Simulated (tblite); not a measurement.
Question: Write a Z-matrix for `CC(C)c1ncsn1` as optimised with GFN2-xTB.

Answer: 
Z-matrix in Å and degrees, rows numbered from 1:
```
C 
C   1  1.5295
C   2  1.5294  1  110.73
C   2  1.4919  1  109.39  3  -120.68
N   4  1.3558  2  120.87  1    61.01
C   5  1.2866  4  109.62  2  -179.99
S   6  1.7314  5  112.18  4    -0.02
N   4  1.3063  2  121.74  1  -119.01
H   1  1.0872  2  109.83  3    59.74
H   1  1.0872  2  109.99  3   -60.20
H   1  1.0876  2  110.64  3   179.72
H   2  1.0939  1  109.83  3   121.51
H   3  1.0877  2  110.64  1  -179.75
H   3  1.0873  2  109.80  1   -59.79
H   3  1.0873  2  110.00  1    60.16
H   6  1.0705  5  124.70  4   179.99
```

N5 (pyridine-type nitrogen) is bent (angle 109.6°). The 3 C–C bonds span 1.492 Å (C2–C4, drawn single) to 1.529 Å (C1–C2, drawn single), a spread of 0.037 Å. Of the pairs four or more bonds apart, N5···H14 is among the closest relative to their van der Waals radii: 2.73 Å, 99 % of the sum of Bondi's values. The 5-membered ring C4–N5–C6–S7–N8 has internal angles of 90.5° to 117.4°; it is planar, 0.00 Å rms from its mean plane, widest ring torsion 0°.

The geometry is computed with GFN2-xTB (gas phase).

Point group: Cs (every atom within 0.08 Å of its image). Its GFN2-xTB frequencies are all real (lowest 34 cm⁻¹). The numbers are those of one conformer (C1–C2–C4–N5 61°).
